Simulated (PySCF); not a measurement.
**Excitation energy of Ir(2+) by level of theory**

Ir(2+) [Xe] 4f14 5d7 (4F) → Ir(2+) [Xe] 4f14 5d6 6s1 (6D), as a difference of total energies. All numbers are calculated (PySCF 2.14, scalar relativity through the core potential, in aug-cc-pVDZ-PP with ECP60MDF (5s5p4d2f, 54 functions)). Correlated levels: valence: 5s2 5p6 frozen. The calculations carry no spin-orbit coupling.

```csv
method,excitation energy (eV)
UHF,1.514
LDA,1.589
PBE,1.694
PBE0,1.822
r2SCAN,1.439
B3LYP,1.996
CAM-B3LYP,2.036
PW91,1.703
BHandHLYP,2.152
MP2 (valence),1.831
SCS-MP2 (valence),2.262
```

Task: How much does correlation contribute at MP2 (valence)?

Result: 1.831 − (1.514) = 0.317 eV, measured against UHF.
